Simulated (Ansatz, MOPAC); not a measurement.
Diatomic TcN, multiplicity 3 (lowest of 2S+1 = 1, 3, 5, 7, 9 at CCSD(T)/def2-TZVPP on PBE0 minima; our sources give no spin for the ground state, which may be another). No spin–orbit coupling. The T1 diagnostic near the minimum is 0.070, so single-reference values are doubtful.

Seven points along R, fitted to fifth degree in 1/R; most abundant isotopes. Runs in def2 and cc sets follow the lowest solution found near the PBE0 minimum.

The state that PM6 reach isn't checked.

Codes used: Ansatz (Gaussian orbitals); MOPAC for PM6 (differences of heats of formation).  In def2 rows elements past Kr take small-core potentials, without spin–orbit coupling.

Task: What bond length and harmonic frequency does PM6 give?

Result: r_e = 1.625 Å, ω_e = 1036 cm⁻¹.

Task: What bond length and harmonic frequency does SVWN5/def2-TZVPP give?

Result: r_e = 1.580 Å, ω_e = 1204 cm⁻¹.

Task: What bond length and harmonic frequency does PBE/def2-TZVPP give?

Result: r_e = 1.593 Å, ω_e = 1163 cm⁻¹.

Ansatz is a quantum-chemistry and plane-wave program.
